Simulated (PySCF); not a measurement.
Dipole moment and polarisability of `C[SiH2][SiH2][C@@H](F)C=O`

Compound: C₃H₉FOSi₂.
Cartesian coordinates in Å at the GFN2-xTB level; atoms count from 1:
```
atom  x, y, z in Å
C1     2.779    0.165    0.597
Si2    0.911   -0.095    0.882
Si3   -0.128    0.411   -1.138
C4    -1.967    0.839   -0.617
F5    -2.784    1.039   -1.709
C6    -2.427   -0.283    0.200
O7    -1.852   -0.660    1.196
H8     3.008    1.192    0.328
H9     3.346   -0.068    1.493
H10    3.156   -0.471   -0.199
H11    0.740   -1.490    1.295
H12    0.511    0.809    1.967
H13    0.255    1.596   -1.920
H14   -0.300   -0.655   -2.135
H15   -1.952    1.772   -0.051
H16   -3.303   -0.825   -0.199
```

Level: B3LYP/def2-SVPD (PySCF), static field, nuclei fixed, core orbitals frozen in the response. The polarisability tensor in these axes (au):

```
x   113.35   1.36   7.67
y     1.36  82.22  -7.05
z     7.67  -7.05  96.96
```

**Question.** Give the principal values, the mean and the anisotropy Δα = √{½[(α1 − α2)² + (α2 − α3)² + (α1 − α3)²]}.

**Answer.** Principal values 78.87, 97.23 and 116.43 au; mean 97.51 au = 14.45 Å³ = 16.08 × 10⁻⁴⁰ C²·m²/J; Δα = 32.54 au (33 % of the mean).

**Question.** What is the dipole moment, and where does it point?

**Answer.** (0.94, 0.63, -0.43) D, 1.21 D in size, pointing from the negative to the positive side. Measured along this direction, the outermost atoms are H16 at the negative end and H8 at the positive end.

**Question.** How large is μ²/3kT at 400 K beside α?

**Answer.** In Gaussian units μ²/3kT = 8.83 Å³ against 14.45 Å³, a ratio of 0.61; the Debye molar polarisation (4π/3)N_A(α + μ²/3kT) is 58.7 cm³/mol, leaving out the vibrational part.

**Question.** Rayleigh depolarisation ratio (linearly polarised light, static tensor)?

**Answer.** ρ = 3Δα²/(45ᾱ² + 4Δα²) = 3175.7/(427882 + 4234.3) = 0.00735.

**Question.** Directions of the eigenvectors, and the extent of the frame along each?

**Answer.** Largest value along (0.92, -0.04, 0.38), where the nuclei span 6.93 Å; middle along (-0.36, -0.42, 0.83), 4.30 Å; least along (-0.13, 0.91, 0.41), 3.25 Å. The response follows the extents in order.

**Question.** Traceless (Buckingham) quadrupole moment about the centre of nuclear charge: eigenvalues?

**Answer.** -9.43, 4.06, 5.37 D·Å. The values depend on the origin, since the dipole doesn't vanish. The electronic extent ⟨r²⟩ about the same centre is 1421 bohr², a root-mean-square distance of 2.35 Å for the 72 electrons.

**Question.** Find the Langevin capture rate constant for NH4+ (18.034 u) meeting this molecule (136.018 u), k = 2.342 × 10⁻⁹ cm³/s × √(α in Å³ / reduced mass in u).

**Answer.** The reduced mass is 15.92 u, so k = 2.23 × 10⁻⁹ cm³/s. The formula leaves out the permanent dipole, which adds to the capture rate.

The structure is a single GFN2-xTB conformer in the gas phase; no vibrational or solvent corrections.
